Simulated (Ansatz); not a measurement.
[AlBr6]3- (AlBr6³⁻), relaxed as a singlet with RKS r2SCAN-D4/def2-SVPD in Ansatz, starting from the GFN2-xTB geometry. Force threshold 0.02 eV/Å.

A multiply charged anion in the gas phase is held together partly by the finite basis. The highest occupied level of the charge -3 singlet lies above zero (up to 4.55 eV). The electron is either unbound and held by the finite basis, or the level is raised by self-interaction error.

Start:

```xyz
7

Al    0.000   -0.002    0.000
Br   -0.766    1.769   -1.734
Br    0.768   -1.768    1.737
Br   -2.210   -1.311   -0.359
Br    2.207    1.312    0.359
Br   -1.111    1.369    1.898
Br    1.112   -1.369   -1.901
```

**Question.** Estimate the energy that the relaxation releases and the steps that it takes.

**Answer.** 0.3 kJ/mol, in 3 steps; 48 s on 4 threads of Intel Xeon on a shared host. No frequencies were taken in this run, so the end may be a saddle point.

**Question.** Does the start keep its bonding and symmetry?

**Answer.** By distances, no bond broke or formed. The bond that changes most is Al1–Br7, from 2.59 to 2.60 Å (atoms count from 1). Point group Oh at the start, Oh at the end, both within 0.05 Å.

**Question.** Predict the relaxed structure.

**Answer.** 
```xyz
7

Al    0.000    0.000    0.000
Br   -0.773    1.779   -1.740
Br    0.773   -1.779    1.740
Br   -2.220   -1.315   -0.358
Br    2.220    1.315    0.358
Br   -1.122    1.376    1.905
Br    1.122   -1.376   -1.905
```
Bond lengths: 6 × Al–Br 2.60 to 2.61 Å.
